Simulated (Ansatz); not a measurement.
A nudged elastic band was laid between two geometries of BGeH7Si (10 atoms, charge 0, multiplicity 1).

All numbers below come from RKS PBE/def2-SVP (Ansatz 0.2.0).

```json
{"movable images": "9", "climbing image": "yes", "spring": "5.0 eV/Å²", "optimiser": "quadratic models (default)", "start path": "through a guess of the saddle point", "force threshold": "0.05 eV/Å", "iteration limit": "60", "end points": "relaxed"}
```

Initial state:

```xyz
10
Properties=species:S:1:pos:R:3
B -1.843 0.598 -0.383
Ge 0.140 1.000 -0.106
Si 1.157 -1.150 0.336
H -2.600 0.551 0.566
H -2.264 0.309 -1.486
H 0.473 1.888 1.126
H 0.881 1.577 -1.344
H 2.642 -0.976 0.516
H 0.583 -1.754 1.589
H 0.914 -2.095 -0.810
```

Final state:

```xyz
10
Properties=species:S:1:pos:R:3
B -1.765 0.998 -0.125
Ge -0.052 0.276 -0.819
Si 1.345 -1.291 0.375
H -2.365 0.308 0.673
H -2.258 1.934 -0.718
H -0.616 1.428 0.471
H 0.883 1.212 -1.660
H 2.563 -0.628 0.962
H 0.552 -1.958 1.463
H 1.796 -2.330 -0.618
```

Question: Which bonds break or form, and what moves?

Answer: No bond is made or broken.

Question: Give the energies along the band, and the barrier.

Answer: The run converged. The highest image is number 5 of 0 to 10, 0.189 eV above the first end and 0.326 eV above the last; the last end lies 0.137 eV below the first. A vibrational analysis at the climbing image gives one clearly imaginary mode, 364i cm⁻¹: a first-order saddle point.

```csv
image,path coordinate (Å),energy (eV)
0,0.00,0.000
1,0.49,0.011
2,0.98,0.036
3,1.47,0.063
4,1.96,0.122
5,2.45,0.189
6,2.70,0.146
7,2.95,-0.008
8,3.20,-0.129
9,3.45,-0.136
10,3.70,-0.137
```

Question: What is the geometry of the highest image?

Answer: 
```xyz
10
Properties=species:S:1:pos:R:3
B -1.896 0.784 -0.330
Ge 0.080 0.550 -0.542
Si 1.340 -1.255 0.388
H -2.467 0.138 0.525
H -2.441 1.720 -0.879
H -0.200 1.574 0.682
H 0.859 1.389 -1.590
H 2.698 -0.795 0.845
H 0.589 -1.831 1.557
H 1.522 -2.326 -0.653
```

Question: What are the harmonic wavenumbers there?

Answer: 364i, 87, 113, 284, 342, 447, 483, 550, 591, 621, 713, 774, 837, 867, 901, 907, 1085, 1815, 2071, 2158, 2172, 2177, 2521, 2637 cm⁻¹.

The run took 3.1 min on 2 threads of Intel(R) Xeon(R) CPU @ 2.60GHz (Ice Lake), on a shared host, peak memory 0.16 GiB.
